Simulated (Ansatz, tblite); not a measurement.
Spin states of TiS2⁻ (the lowest doublet isomer of a short search), each relaxed with PBE-D4/def2-TZVPD in Ansatz. Electronic energies in the gas phase.

The xTB rows come from tblite. HSE06 is defined as in plane-wave codes, on full-range PBE exchange. Correlated methods freeze 15 core orbitals; core or outer-core shells of Ti are correlated, in sets that lack core-valence functions. In CCSD on the charge -1 doublet the largest single amplitude is 0.28, so its Hartree–Fock determinant may place the open shell otherwise than the density functionals do. The structure comes from a short search, and lower isomers may exist.

Doublet geometry (C2v within 0.1 Å):

```tsv
atom	x (Å)	y (Å)	z (Å)
Ti1	0.411	-0.569	-0.220
S2	1.314	1.276	0.390
S3	-1.726	-0.707	-0.171
```

Quartet geometry (C2v within 0.1 Å):

```xyz
3

Ti    0.152    0.707   -0.429
S    -1.350   -0.831   -1.023
S     1.198    0.124    1.452
```

Run but left out: HF/STO-3G, HF/def2-TZVPD, HF/def2-TZVPPD, MP2/def2-TZVPD, MP2/def2-TZVPPD (doublet: a determinant that CCSD turns far, T1 0.083).

Only these spin states were relaxed.

```
                 level  quartet − doublet (kJ/mol)  lowest of these                                                 remarks
              GFN1-xTB                       166.7          doublet                                                       –
              GFN2-xTB                       154.7          doublet                                                       –
LDA (SPW92)/def2-TZVPD                       186.0          doublet    HOMO above zero (doublet), HOMO above zero (quartet)
     PBE-D4/def2-TZVPD                       159.4          doublet    HOMO above zero (doublet), HOMO above zero (quartet)
    BLYP-D4/def2-TZVPD                       151.7          doublet    HOMO above zero (doublet), HOMO above zero (quartet)
  r2SCAN-D4/def2-TZVPD                       143.1          doublet                               HOMO above zero (quartet)
 r2SCANh-D4/def2-TZVPD                       137.6          doublet                                                       –
    PBE0-D4/def2-TZVPD                       140.2          doublet                                                       –
   HSE06-D4/def2-TZVPD                       139.8          doublet                                                       –
    ωB97M-V/def2-TZVPD                       157.0          doublet                                                       –
    RPA@PBE/def2-TZVPD                       152.2          doublet                                                       –
      CCSD/def2-TZVPPD                       139.6          doublet  large T1 (0.056) (quartet), large T1 (0.083) (doublet)
   CCSD(T)/def2-TZVPPD                       162.6          doublet  large T1 (0.056) (quartet), large T1 (0.083) (doublet)
```

| state | donor atoms | mean metal–ligand distance (Å) | range (Å) | Mulliken spin on the metal (PBE0) |
| --- | --- | --- | --- | --- |
| doublet | 2 | 2.142 | 2.14–2.14 | 1.36 |
| quartet | 2 | 2.230 | 2.23–2.23 | 2.14 |

⟨S²⟩ at PBE0-D4/def2-TZVPD: doublet 0.77 (pure 0.75), quartet 3.77 (pure 3.75).

Change of the quartet − doublet gap on mixing in exact exchange, in kJ/mol: PBE to PBE0 (25 % exact exchange) -19.2; r2SCAN to r2SCANh (10 % exact exchange) -5.6.

The xTB methods have no spin-polarisation term.
